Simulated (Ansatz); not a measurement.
A nudged elastic band was laid between two geometries of CH2BOSb (6 atoms, charge 0, multiplicity 1).

Level of theory: RKS PBE0-D4/def2-SVP (Ansatz 0.2.0).

- movable images: 5
- climbing image: yes
- spring: 5.0 eV/Å²
- optimiser: quadratic models (default)
- start path: IDPP
- force threshold: 0.05 eV/Å
- iteration limit: 57
- end points: relaxed

Image 0:

```xyz
6
Properties=species:S:1:pos:R:3
B 1.916 -2.096 0.865
C 0.653 -1.377 0.495
O -0.189 -0.527 0.711
Sb -0.155 1.555 -0.253
H -0.370 0.789 -1.772
H -1.855 1.655 -0.046
```

Image 6:

```xyz
6
Properties=species:S:1:pos:R:3
B 1.680 -2.285 0.319
C 0.824 -1.183 0.870
O -0.161 -0.473 0.808
Sb -0.167 1.582 -0.220
H -0.300 0.727 -1.700
H -1.876 1.633 -0.076
```

Q: What changes between the two ends?

A: No bond is made or broken.

Q: Give the energies along the band, and the barrier.

A: The forces met the threshold. The highest image is number 4 of 0 to 6, 7.2 kJ/mol above the ends, which have the same energy within 2 meV. A vibrational analysis at the climbing image gives one clearly imaginary mode, 296i cm⁻¹: a first-order saddle point.

| image | path coordinate (Å) | energy (kJ/mol) |
| --- | --- | --- |
| 0 | 0.00 | 0.0 |
| 1 | 0.19 | 0.1 |
| 2 | 0.38 | 0.2 |
| 3 | 0.57 | 2.7 |
| 4 | 0.77 | 7.2 |
| 5 | 0.99 | 1.9 |
| 6 | 1.20 | 0.0 |

Q: What is the geometry of the highest image?

A: 
```xyz
6
Properties=species:S:1:pos:R:3
B 1.806 -2.392 0.560
C 0.771 -1.256 0.666
O -0.105 -0.466 0.837
Sb -0.223 1.694 -0.261
H -0.320 0.787 -1.712
H -1.928 1.633 -0.090
```

Q: What are the harmonic wavenumbers there?

A: 296i, 37, 76, 148, 283, 437, 503, 854, 868, 1841, 1975, 1984 cm⁻¹.

Time of the run: 4.5 min on 1 thread of Arm Neoverse V2 (shared host), peak memory 0.25 GiB.
